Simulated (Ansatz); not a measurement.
Calculated with Ansatz (gas phase, PBE0-D4/def2-TZVP geometries, no zero-point term in ΔE). CCSD(T)/CBS is the MP2 limit (def2-TZVPP, def2-QZVPP) plus CCSD(T) − MP2 in def2-TZVPP, frozen cores. This one scheme is used for every species. Functionals use def2-TZVPP. B3LYP here is the variant with VWN-RPA as its local correlation; programs differ in this. Each species was taken in one conformer, which may not be the lowest.

Reaction (ligand exchange at the Si–C bond): `NC[SiH2]N` + H₂S → `N[SiH2]S` + CH₃NH₂

```json
{"level": "PBE-D4", "ΔE (kcal/mol)": "-17.3"}
{"level": "r2SCAN-D4", "ΔE (kcal/mol)": "-17.8"}
{"level": "B3LYP-D4", "ΔE (kcal/mol)": "-17.0"}
{"level": "B2PLYP", "ΔE (kcal/mol)": "-17.6"}
{"level": "r2SCAN", "ΔE (kcal/mol)": "-18.0"}
{"level": "CCSD/def2-TZVPP", "ΔE (kcal/mol)": "-16.4"}
{"level": "HF/def2-QZVPP", "ΔE (kcal/mol)": "-18.9"}
{"level": "MP2/CBS(def2)", "ΔE (kcal/mol)": "-18.1"}
```

Q: What does CCSD(T)/CBS give? (Estimate.)

A: The calculation gave: -17.2 kcal/mol. The listed levels differ from it by -0.1, -0.6, 0.2, -0.4, -0.8, 0.8, -1.7, -0.9 kcal/mol.

Largest T1 diagnostic among the species: 0.010.

The D4 term adds +0.8 kcal/mol with B3LYP and +0.5 kcal/mol with PBE0; it sums over pairs of atoms, weighted by their polarisabilities, and B3LYP, whose exchange is more repulsive, gets the larger term. In def2-TZVPP, CCSD(T) changes the Hartree–Fock value by +2.5 kcal/mol (the triples alone add +0.1 kcal/mol) and MP2 by +1.6 kcal/mol.
